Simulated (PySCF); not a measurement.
**Ni¹⁵⁺: ionisation energy**

Ni¹⁵⁺ [Ne] 3s2 3p1 (2P) → Ni¹⁶⁺ [Ne] 3s2 (1S), as a difference of total energies. Calculation: PySCF 2.14, in an even-tempered Gaussian basis (19 s from 0.93 bohr⁻², ratio 2.5; 12 p from 1.2 bohr⁻², ratio 2.5; 5 d from 6.3 bohr⁻², ratio 2.7; 4 f from 9.5 bohr⁻², ratio 2.7); the spin-free X2C one-electron Hamiltonian (Gaussian nucleus). Correlated levels: outer shells: 1s2 frozen; virtual orbitals above 40 to 60 times the deepest correlated orbital energy dropped. The calculations carry no spin-orbit coupling.

| method | ionisation energy (eV) |
| --- | --- |
| UHF | 495.25 |
| MP2 (outer shells) | 495.80 |
| SCS-MP2 (outer shells) | 495.71 |
| CCSD (outer shells) | 495.84 |
| CCSD(T) (outer shells) | 495.85 |

**Question.** How much does correlation contribute at CCSD(T) (outer shells)?

**Answer.** 495.85 − (495.25) = 0.60 eV, measured against UHF.

A first-order spin-orbit estimate (lowest level to lowest level, LS coupling) adds 2.211 eV.

For comparison: 495.4 ± 1.7 eV (semi-empirical (NIST evaluation); NIST Atomic Spectra Database, ionization energies).
